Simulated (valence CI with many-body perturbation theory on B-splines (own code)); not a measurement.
E1 line list for Cd XXXVI

Level of theory: configuration interaction combined with many-body perturbation theory (CI+MBPT): three valence electrons over a frozen Dirac-Fock core [Ne], a basis of 11 s, 11 p, 10 d, 8 f, 5 g, 2 h functions for each j, with the one-electron correlation potential Σ1, the two-electron term Σ2, the three-electron term Σ3, Breit, model QED; selected CI, second order for the rest, scaled by the run's own slope (own B-spline code, finite nucleus).

The last digits are not significant, and no measured levels were compared; by estimate large intervals hold to a few tenths of a per cent, small ones and those within an open d or f shell to about a per cent.

Lines 51 to 100 of 573 in falling wavelength, among levels below 1111.9 eV, chosen from the strongest by gf and those to the six lowest levels. Wavelengths and rates use the calculated energies. Electric multipoles are in the length gauge, E1 and E2 with the static RPA response of the core. Weak lines are less certain than strong ones. Lines between different terms over intervals too small for the method are left out, as are lines whose strength nearly cancels. Where a level lies close to another of its J and parity, the split of strength between their lines is uncertain. The highest levels of a list are the least certain.

Levels are named by their leading jj configuration (3d3/2^4 stands for four electrons in 3d with j = 3/2), which in mixed levels can hold well under half, so a name can repeat and another be missing. Letters in brackets count levels of one name in rising energy.

| λ vac (Å) | Upper | Lower | A (s⁻¹) | log gf | Branch % |
| --- | --- | --- | --- | --- | --- |
| 118.2 | (3p1/2 3p3/2 3d5/2) J=9/2 | (3s 3p3/2 3d5/2) J=9/2 | 1.98e+10 | -0.38 | 28.7 |
| 116.9 | (3s 3p1/2 3d3/2) J=5/2 | (3s 3p1/2 3p3/2) J=3/2 [b] | 1.32e+08 | -2.79 | 3.1 |
| 116.8 | (3s 3d3/2 3d5/2) J=7/2 [b] | (3s 3p3/2 3d5/2) J=5/2 [b] | 8.53e+09 | -0.86 | 4.3 |
| 115.7 | (3p1/2 3p3/2 3d5/2) J=5/2 [b] | (3s 3p3/2 3d3/2) J=7/2 | 1.00e+10 | -0.92 | 5.6 |
| 115.6 | (3p1/2 3p3/2 3d3/2) J=3/2 [b] | (3s 3p3/2 3d3/2) J=5/2 [a] | 1.66e+10 | -0.88 | 7.2 |
| 115.4 | (3p1/2^2 3d3/2) J=3/2 | (3s 3p1/2 3d3/2) J=3/2 [a] | 1.42e+10 | -0.94 | 21.4 |
| 115.3 | (3p3/2 3d5/2^2) J=9/2 | (3s 3d5/2^2) J=7/2 | 4.88e+09 | -1.01 | 2.7 |
| 112.9 | (3d3/2 3d5/2^2) J=7/2 [a] | (3p3/2 3d3/2 3d5/2) J=5/2 [e] | 1.16e+10 | -0.75 | 4.5 |
| 112.6 | (3p1/2^2 3p3/2) J=3/2 | (3s 3p1/2 3p3/2) J=3/2 [a] | 8.18e+09 | -1.21 | 11.8 |
| 109.9 | (3d3/2^2 3d5/2) J=9/2 | (3p3/2 3d3/2 3d5/2) J=7/2 [d] | 5.45e+09 | -1.01 | 2.0 |
| 108.4 | (3s 3p1/2 3d3/2) J=3/2 [a] | (3s 3p1/2 3p3/2) J=5/2 | 5.06e+09 | -1.45 | 29.1 |
| 107.3 | (3d5/2^3) J=9/2 | (3p3/2 3d5/2^2) J=7/2 | 7.53e+10 | 0.11 | 41.0 |
| 106.9 | (3d3/2 3d5/2^2) J=7/2 [b] | (3p3/2 3d5/2^2) J=5/2 | 3.03e+10 | -0.38 | 12.0 |
| 106.4 | (3p3/2 3d3/2 3d5/2) J=7/2 [c] | (3p3/2^2 3d5/2) J=5/2 [b] | 7.74e+09 | -0.98 | 3.1 |
| 106.3 | (3d3/2 3d5/2^2) J=7/2 [a] | (3p3/2 3d3/2 3d5/2) J=5/2 [d] | 1.96e+10 | -0.57 | 7.5 |
| 105.1 | (3s 3p1/2 3p3/2) J=3/2 [a] | (3s^2 3p1/2) J=1/2 | 1.90e+08 | -2.90 | 30.1 |
| 104.3 | (3p3/2 3d5/2^2) J=3/2 [a] | (3p3/2^2 3d5/2) J=3/2 [b] | 1.58e+10 | -0.99 | 7.4 |
| 104.2 | (3d5/2^3) J=3/2 | (3p3/2 3d5/2^2) J=5/2 | 2.09e+10 | -0.87 | 8.1 |
| 104.1 | (3p3/2 3d3/2 3d5/2) J=5/2 [e] | (3p3/2^2 3d5/2) J=5/2 [c] | 9.88e+09 | -1.02 | 3.4 |
| 103.8 | (3s 3p1/2 3d3/2) J=5/2 | (3s 3p1/2 3p3/2) J=5/2 | 1.48e+09 | -1.84 | 35.3 |
| 103.1 | (3d3/2 3d5/2^2) J=11/2 | (3p3/2 3d3/2 3d5/2) J=9/2 [b] | 1.00e+11 | 0.28 | 55.1 |
| 103.1 | (3p3/2 3d3/2 3d5/2) J=7/2 [a] | (3s 3d3/2 3d5/2) J=7/2 [b] | 9.56e+09 | -0.91 | 4.0 |
| 102.9 | (3d3/2 3d5/2^2) J=9/2 | (3p3/2 3d3/2 3d5/2) J=7/2 [d] | 4.04e+10 | -0.19 | 17.6 |
| 102.8 | (3p3/2 3d5/2^2) J=9/2 | (3p3/2^2 3d3/2) J=7/2 | 4.56e+10 | -0.14 | 24.9 |
| 102.6 | (3s 3p3/2^2) J=5/2 | (3s^2 3p3/2) J=3/2 | 1.14e+09 | -1.97 | 99.9 |
| 102.0 | (3s 3p1/2 3d3/2) J=3/2 [b] | (3s 3p1/2 3p3/2) J=3/2 [b] | 5.50e+09 | -1.46 | 3.0 |
| 101.8 | (3d3/2 3d5/2^2) J=5/2 [c] | (3p3/2 3d3/2 3d5/2) J=3/2 [d] | 6.67e+10 | -0.21 | 23.2 |
| 101.8 | (3p3/2 3d3/2 3d5/2) J=9/2 [b] | (3s 3d5/2^2) J=7/2 | 1.11e+11 | 0.23 | 36.9 |
| 101.7 | (3p3/2 3d3/2 3d5/2) J=11/2 | (3s 3d3/2 3d5/2) J=9/2 [b] | 9.74e+10 | 0.26 | 80.2 |
| 101.7 | (3p3/2 3d5/2^2) J=5/2 | (3p3/2^2 3d5/2) J=3/2 [b] | 6.35e+10 | -0.23 | 21.9 |
| 101.7 | (3d3/2 3d5/2^2) J=3/2 [b] | (3p3/2 3d5/2^2) J=3/2 [b] | 3.49e+10 | -0.66 | 12.6 |
| 101.7 | (3p3/2 3d5/2^2) J=3/2 [a] | (3s 3d5/2^2) J=1/2 | 2.26e+10 | -0.85 | 10.6 |
| 101.6 | (3p3/2 3d3/2 3d5/2) J=7/2 [d] | (3p3/2^2 3d5/2) J=5/2 [b] | 2.61e+10 | -0.49 | 9.5 |
| 101.6 | (3d5/2^3) J=3/2 | (3p3/2 3d5/2^2) J=3/2 [a] | 2.99e+10 | -0.73 | 11.6 |
| 101.3 | (3p3/2 3d5/2^2) J=11/2 | (3s 3d5/2^2) J=9/2 | 1.08e+10 | -0.70 | 9.6 |
| 100.9 | (3p3/2 3d3/2 3d5/2) J=5/2 [b] | (3s 3d5/2^2) J=5/2 | 3.31e+10 | -0.52 | 13.2 |
| 100.7 | (3d3/2^3) J=3/2 | (3p3/2 3d3/2^2) J=1/2 | 1.82e+10 | -0.96 | 4.7 |
| 100.6 | (3d5/2^3) J=5/2 | (3p3/2 3d5/2^2) J=3/2 [b] | 6.75e+10 | -0.21 | 25.3 |
| 100.6 | (3p3/2 3d3/2 3d5/2) J=5/2 [c] | (3s 3d5/2^2) J=3/2 | 1.53e+10 | -0.86 | 6.1 |
| 100.4 | (3d3/2^2 3d5/2) J=5/2 | (3p3/2 3d3/2 3d5/2) J=3/2 [a] | 1.39e+10 | -0.90 | 4.2 |
| 100.4 | (3s 3d5/2^2) J=9/2 | (3s 3p3/2 3d5/2) J=7/2 [a] | 1.65e+10 | -0.60 | 11.0 |
| 100.3 | (3p3/2 3d3/2 3d5/2) J=7/2 [c] | (3s 3d3/2 3d5/2) J=9/2 [b] | 2.33e+10 | -0.55 | 9.4 |
| 99.97 | (3d3/2 3d5/2^2) J=5/2 [c] | (3p3/2 3d3/2 3d5/2) J=5/2 [e] | 1.22e+10 | -0.96 | 4.2 |
| 99.97 | (3p1/2 3d3/2 3d5/2) J=7/2 [b] | (3p1/2 3p3/2 3d5/2) J=5/2 [c] | 7.32e+10 | -0.06 | 45.9 |
| 99.94 | (3p3/2 3d3/2 3d5/2) J=9/2 [a] | (3s 3d5/2^2) J=9/2 | 1.68e+10 | -0.60 | 7.6 |
| 99.49 | (3d3/2 3d5/2^2) J=7/2 [b] | (3p3/2 3d3/2 3d5/2) J=5/2 [e] | 1.86e+10 | -0.66 | 7.4 |
| 99.23 | (3p1/2 3d5/2^2) J=3/2 | (3p1/2 3p3/2 3d5/2) J=1/2 | 1.99e+10 | -0.93 | 11.9 |
| 98.94 | (3p3/2 3d5/2^2) J=7/2 | (3p3/2^2 3d5/2) J=5/2 [c] | 1.52e+11 | 0.25 | 53.9 |
| 98.77 | (3p1/2 3p3/2 3d3/2) J=7/2 | (3s 3p1/2 3d5/2) J=7/2 | 8.00e+09 | -1.03 | 10.5 |
| 98.67 | (3d3/2 3d5/2^2) J=7/2 [a] | (3p3/2 3d3/2 3d5/2) J=7/2 [c] | 1.32e+10 | -0.81 | 5.1 |

(1) How does gf follow from A for the line at 102.8 Å?

Results:

(1) gf = 1.4992 × (2J+1)_upper × A / σ², with σ = 973162 cm⁻¹ and 2J+1 = 10: gf = 0.722.
